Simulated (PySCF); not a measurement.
A geometry optimisation on `O=[Se](F)F`.

Computed with PBE0-D3(BJ)/def2-SVP geometry optimisation, gas phase (PySCF 2.14.0). Start geometry: GFN2-xTB. A driver script takes a list of jobs; this job's settings line and coordinates (Å) are shown.

Input:
```
{"job": {"xc": "PBE0", "basis": "def2-SVP", "d3": "d3bj", "grid": 1, "maxiter": 30, "shake": 0.01, "kind": "geom"}, "charge": 0, "multiplicity": 1}
O     -0.213220     1.418860    -0.203600
Se    -0.031740     0.169300     0.603080
F      1.393720    -0.599830    -0.218120
F     -1.110760    -1.013700    -0.214370
```

Question: What does the run print?

Answer: 
```
step   0  E = -2675.33529451  max force = 0.122213
step   1  E = -2675.34116634  max force = 0.067842
step   2  E = -2675.34692954  max force = 0.014622
step   3  E = -2675.34732040  max force = 0.001386
step   4  E = -2675.34732681  max force = 0.000449
optimisation converged
```

Energies in Eh; «max force» is the largest Cartesian gradient component in Eh/bohr.

Question: How much energy does the optimisation release, in eV?

Answer: E(step 0) − E(last step) = 0.012032 Eh, which is 0.327 eV.

Question: Give the first gradient maximum in eV/Å.

Answer: With 1 Eh/bohr = 51.422 eV/Å, 6.284 eV/Å.

Summary of the converged run: final energy -2675.34733 Eh after 4 steps; dipole 2.78 D.

Question: Where do the atoms end?

Answer: 0.050 Å rms from the input after alignment:
```
atom  x, y, z in Å
O1     0.2427    1.4416   -0.4147
Se2    0.2859    0.1461    0.4870
F3     0.8544   -1.1285   -0.5677
F4    -1.3449   -0.4851    0.4622
```

The run took 15 s of wall time on one thread, Arm Neoverse N1 (aarch64), shared host with 64 logical CPUs at a one-minute load of 54, and the process peaked at 0.32 GiB of memory.
Labels such as C1 count atoms from 1, the log's own numbers from 0.
